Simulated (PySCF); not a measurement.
Estimate the missing entries of this data sheet.

Species: C₆H₄ClF.
InChI=1S/C6H4ClF/c7-5-3-6(8)2-1-4(5)6/h1-4H/t4-,6-/m1/s1

```tsv
property	level	value
point group of the GFN2-xTB geometry	GFN2-xTB	?
rotational constants A, B, C of the GFN2-xTB geometry	GFN2-xTB	?
dipole moment	PBE0/pcSseg-1	1.38 D
HOMO energy	PBE0/pcSseg-1	?
LUMO energy	PBE0/pcSseg-1	-1.17 eV
13C chemical shifts (computed TMS as zero) by class	GIAO PBE0/pcSseg-1	165.6 (1 C), 156.3 (1 C), 151.7 (1 C), 144.3 (1 C), 99.5 (1 C), 67.0 (1 C) ppm
1H chemical shifts (computed TMS as zero) by class	GIAO PBE0/pcSseg-1	7.24 (1 H), 6.80 (1 H), 6.40 (1 H), 4.07 (1 H) ppm
isotropic shieldings of nuclei other than C and H, by class	GIAO PBE0/pcSseg-1	?
```

The electronic properties come from PySCF, for the isolated species, density fitting.

Question: What are the isotropic shieldings of nuclei other than C and H, by class?

Answer: 378 (1 F), 714 (1 Cl) ppm.

Question: Give the rotational constants A, B, C of the GFN2-xTB geometry.

Answer: 3.850, 1.215, 1.041 GHz.

Question: Give the HOMO energy.

Answer: -7.33 eV.

Question: What is the point group of the GFN2-xTB geometry?

Answer: C1.

The rotational constants make it an asymmetric top with κ = (2B − A − C)/(A − C) = -0.88, nearer the prolate limit (−1). With B = h/(8π²I), that is 505.379 GHz u Å² over I, the principal moments of inertia are 131.3, 415.9 and 485.5 u Å² (most abundant isotopes); the inertial defect Ic − Ia − Ib is -61.7 u Å² (zero for a rigid planar frame, negative otherwise). The dipole matches unit charges of opposite sign 0.29 Å apart (1 e·Å = 4.8032 D).
